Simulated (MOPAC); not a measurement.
A run for MOPAC: PM6 on H3NSn (SMILES [NH2][SnH]), a point of a torsion scan.

```
PM6 1SCF PRECISE CHARGE=0 THREADS=1
H3NSn

N     -0.72838088 1    -0.09843036 1    -0.12529561 1
Sn     1.23442724 1    -0.62083843 1    -0.26202402 1
H     -1.45258554 1    -0.60897045 1     0.35909389 1
H     -1.03156996 1     0.86593651 1    -0.17678434 1
H      0.85165861 1    -2.41177562 1    -0.15382193 1
```

The log:

```
*******************************************************************************
 **                                                                           **
 **                              MOPAC v23.2.5                                **
 **                                                                           **
 *******************************************************************************
 ** MOPAC's Digital Object Identifier: https://doi.org/10.5281/zenodo.6511958 **
 **                                                                           **
 ** Please cite the open-source release paper for use of this MOPAC version:  **
 ** J. E. Moussa and J. J. P. Stewart (2026)                                  **
 ** MOPAC: An open-source semiempirical molecular orbital program             **
 ** J. Open Source Softw., 11(119), 8025, https://doi.org/10.21105/joss.08025 **
 *******************************************************************************

                              PM6 CALCULATION RESULTS

 *******************************************************************************
 *  PM6        - The PM6 Hamiltonian to be used
 *
 *
 *
 *                 CHARGE ON SYSTEM = 0
 *
 *
 *
 *  PRECISE    - TIGHTER CRITERIA TO BE USED
 *  1SCF       - DO 1 SCF AND THEN STOP
 *  THREADS=1  - MULTI-THREADING NOT USED
 *  T=         - A TIME OF 172800.0 SECONDS REQUESTED
 *  DUMP=N     - RESTART FILE WRITTEN EVERY 7200.0 SECONDS REQUESTED
 *******************************************************************************
PM6 1SCF PRECISE CHARGE=0 THREADS=1
 H3NSn

   ATOM   CHEMICAL          X               Y               Z
  NUMBER   SYMBOL      (ANGSTROMS)     (ANGSTROMS)     (ANGSTROMS)

     1       N         -0.72838088  *  -0.09843036  *  -0.12529561  *
     2      Sn          1.23442724  *  -0.62083843  *  -0.26202402  *
     3       H         -1.45258554  *  -0.60897045  *   0.35909389  *
     4       H         -1.03156996  *   0.86593651  *  -0.17678434  *
     5       H          0.85165861  *  -2.41177562  *  -0.15382193  *



          CARTESIAN COORDINATES

    NO.       ATOM           X           Y           Z

     1         N         -0.7284     -0.0984     -0.1253
     2        Sn          1.2344     -0.6208     -0.2620
     3         H         -1.4526     -0.6090      0.3591
     4         H         -1.0316      0.8659     -0.1768
     5         H          0.8517     -2.4118     -0.1538

 General Reference for PM6:
 "Optimization of Parameters for Semiempirical Methods V: Modification of NDDO Approximations
 and Application to 70 Elements", J. J. P. Stewart, J. Mol. Mod., 13, 1173-1213 (2007)
 URL: https://link.springer.com/article/10.1007/s00894-007-0233-4

           Empirical Formula: H3 N Sn  =     5 atoms



      MOLECULAR POINT GROUP   :   C1


      RHF CALCULATION, NO. OF DOUBLY OCCUPIED LEVELS = 6


 -------------------------------------------------------------------------------
 PM6 1SCF PRECISE CHARGE=0 THREADS=1
 H3NSn



     1SCF WAS SPECIFIED, SO BFGS WAS NOT USED
     SCF FIELD WAS ACHIEVED


                              PM6 CALCULATION
                                                       MOPAC v23.2.5 Linux




          FINAL HEAT OF FORMATION =         51.19679 KCAL/MOL =     214.20736 KJ/MOL


          COSMO AREA              =         96.88 SQUARE ANGSTROMS
          COSMO VOLUME            =         84.39 CUBIC ANGSTROMS

          IONIZATION POTENTIAL    =          8.059215 EV
          HOMO LUMO ENERGIES (EV) =         -8.059 -0.373
          NO. OF FILLED LEVELS    =          6
          MOLECULAR WEIGHT        =        135.7204         POINT GROUP:  C1

          MOLECULAR DIMENSIONS (Angstroms)

            Atom       Atom       Distance
            H     5    H     4     3.78027
            H     3   Sn     2     2.40762
           Sn     2    N     1     0.23645


          SCF CALCULATIONS        =          1





   ATOM   CHEMICAL          X               Y               Z
  NUMBER   SYMBOL      (ANGSTROMS)     (ANGSTROMS)     (ANGSTROMS)

     1       N         -0.72838088  *  -0.09843036  *  -0.12529561  *
     2      Sn          1.23442724  *  -0.62083843  *  -0.26202402  *
     3       H         -1.45258554  *  -0.60897045  *   0.35909389  *
     4       H         -1.03156996  *   0.86593651  *  -0.17678434  *
     5       H          0.85165861  *  -2.41177562  *  -0.15382193  *

                             CARTESIAN COORDINATES

   1    N       -0.728380880    -0.098430360    -0.125295610
   2   Sn        1.234427240    -0.620838430    -0.262024020
   3    H       -1.452585540    -0.608970450     0.359093890
   4    H       -1.031569960     0.865936510    -0.176784340
   5    H        0.851658610    -2.411775620    -0.153821930


           Empirical Formula: H3 N Sn  =     5 atoms



      MOLECULAR POINT GROUP   :   C1


                  EIGENVALUES
 -29.17484 -15.94972 -15.61557 -11.60026  -9.53857  -8.05921  -0.37343   1.63457
   3.19867   6.20827   7.22682


              NET ATOMIC CHARGES AND DIPOLE CONTRIBUTIONS

  ATOM NO.   TYPE          CHARGE      No. of ELECS.   s-Pop       p-Pop
    1          N          -0.752803        5.7528     1.56050     4.19230
    2         Sn           0.381796        3.6182     1.82455     1.79366
    3          H           0.228621        0.7714     0.77138
    4          H           0.227488        0.7725     0.77251
    5          H          -0.085103        1.0851     1.08510
 DIPOLE           X         Y         Z       TOTAL
 POINT-CHG.     1.827     0.481     0.237     1.904
 HYBRID        -2.917    -1.105     0.794     3.218
 SUM           -1.090    -0.624     1.031     1.624


          ATOMIC ORBITAL ELECTRON POPULATIONS

     Atom    s        px        py        pz
    1  N   1.56050   1.28340   1.23370   1.67519
    2 Sn   1.82455   0.66154   0.91839   0.21372
    3  H   0.77138
    4  H   0.77251
    5  H   1.08510

 **********************
 *                    *
 * JOB ENDED NORMALLY *
 *                    *
 **********************




 == MOPAC DONE ==
```

The run finished.

Cost: very roughly 0.04 core-seconds.
